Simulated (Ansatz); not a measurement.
The same redistribution along the group B, Al, In.

Computed with Ansatz on PBE0-D4/def2-TZVP structures; ΔE is electronic, products minus reactants. CBS: MP2 limit from def2 TZ/QZ plus the TZ coupled-cluster correction, frozen cores. Functionals use def2-TZVPP. def2 core potentials past Kr. For Ge, In outer-core shells are correlated without core-valence functions, which leaves a few kJ/mol of doubt a bond. Scalar relativity is left out up to krypton. Each species was taken in one conformer, which may not be the lowest.

```tsv
reaction	MP2/CBS(def2) (kJ/mol)	B2PLYP (kJ/mol)	ωB97X-V (kJ/mol)	PBE0-D4 (kJ/mol)
`CCBO` + `C[O][GeH]([SH])[Cl]` → `CCB(O)S` + `C[O][GeH2][Cl]`	-9	-10	-11	-11
`C[CH2][AlH][OH]` + `C[O][GeH]([SH])[Cl]` → `C[CH2][Al]([OH])[SH]` + `C[O][GeH2][Cl]`	-56	-56	-54	-55
`C[CH2][InH][OH]` + `C[O][GeH]([SH])[Cl]` → `C[CH2][In]([OH])[SH]` + `C[O][GeH2][Cl]`	-39	-37	-32	-31
```

Give the CCSD(T)/CBS values in the same order. (An estimate is asked.)

Ansatz gave: -10, -57, -38 kJ/mol.

Largest T1 diagnostic: 0.014, for `C[CH2][InH][OH]`.
